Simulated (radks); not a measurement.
Values are calculated unless marked as measured or tabulated.
Removal energies from the tungsten ion W7+, [Xe] 4f13, by Delta-SCF beside the eigenvalue of the level emptied. Level of theory: scalar-relativistic Kohn-Sham, PBEsol, spin-polarised, spherical densities, finite nucleus; Fermi nuclear charge, rms radius of each element as measured or else 0.836 A^(1/3) + 0.57 fm (a radial shooting solver on a logarithmic mesh with Libxc functionals). Open shells are filled with parallel spins first.

5p: final configuration [Kr] 4d10 4f13 5s2 5p5; Delta-SCF (eV) 145.76; -eigenvalue (eV) 136.71
4f: final configuration [Xe] 4f12; Delta-SCF (eV) 151.68; -eigenvalue (eV) 137.04
5s: final configuration [Kr] 4d10 4f13 5s1 5p6; Delta-SCF (eV) 185.70; -eigenvalue (eV) 175.71
4d: final configuration [Kr] 4d9 4f13 5s2 5p6; Delta-SCF (eV) 358.63; -eigenvalue (eV) 343.33
